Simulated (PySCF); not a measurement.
# How methods differ on the ionisation energy of Ir²⁺

Ir²⁺ [Xe] 4f14 5d7 (4F) → Ir³⁺ [Xe] 4f14 5d6 (5D), as a difference of total energies. Calculation: PySCF 2.14, in x2c-TZVPPall with one added diffuse shell each of s, p, d, f type (12s8p8d4f1g, 113 functions); scalar relativity by spin-free X2C-1e. Correlated levels: valence: [Xe] 4f14 frozen; valence and next inner shell: [Kr] 4d10 4f14 frozen. The calculations carry no spin-orbit coupling.

**Question.** Order these methods by the ionisation energy they give, lowest first.
A. r2SCAN0
B. BP86
C. r2SCAN
D. B2PLYP

**Answer.** D (29.102 eV), A (29.128 eV), C (29.228 eV), B (29.498 eV).

A first-order spin-orbit estimate (lowest level to lowest level, LS coupling) adds 0.217 eV.

Errors of the correlated levels include the incompleteness of this basis and the frozen core.

For comparison: 28 ± 1.6 eV (theoretical estimate listed by NIST; NIST Atomic Spectra Database, ionization energies).
